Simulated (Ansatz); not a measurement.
Geometry optimisation, RKS PBE0/def2-SVP (Ansatz 0.2.0).

The input (input.yaml):

```yaml
crystal:
  periodic: [false, false, false]
  atoms:
    - { symbol: Hf, position_ang: [0.0, 0.0, 0.0] }
    - { symbol: F, position_ang: [0.0, 0.0, 1.98] }
    - { symbol: F, position_ang: [1.8671, 0.0, -0.6593] }
    - { symbol: O, position_ang: [-0.975, 1.6891, -0.6893] }
    - { symbol: H, position_ang: [-1.9328, 1.4584, -0.9117] }
    - { symbol: F, position_ang: [-0.9326, -1.6157, -0.6593] }
basis:
  gaussian: { orbitals: def2-SVP }
hamiltonian:
  xc: pbe0
relax:
  f_tol: 0.02
  max_steps: 40
```

Launched with:

```bash
$ ansatz run input.yaml --threads 1 --pin off --max-ram 2048MiB --backend cpu --events-out ev --progress --plain --runs-dir out
```

**Question.** Where does it end, and by what steps?

**Answer.** The run converged. After 7 steps the energy has fallen by 0.643 eV; H5 moved furthest, 0.57 Å.

| step | energy less start (eV) | largest force component (eV/Å) | accepted |
| --- | --- | --- | --- |
| 0 | 0.0000 | 2.906 | yes |
| 1 | -0.4393 | 1.886 | yes |
| 2 | -0.5204 | 0.395 | yes |
| 3 | -0.5533 | 0.402 | yes |
| 4 | -0.5739 | 1.611 | yes |
| 5 | -0.5978 | 0.625 | yes |
| 6 | -0.6405 | 0.213 | yes |
| 7 | -0.6431 | 0.012 | yes |

```xyz
6
Properties=species:S:1:pos:R:3
Hf -0.050 -0.085 0.006
F 0.011 -0.020 1.917
F 1.722 0.120 -0.685
O -1.171 1.307 -0.653
H -1.746 1.993 -0.987
F -0.740 -1.784 -0.538
```

Whether the end is a true minimum wasn't checked by a vibrational analysis.

Run time: 44 s on 1 thread of Arm Neoverse V1, with other jobs on the host, peak memory 0.19 GiB.
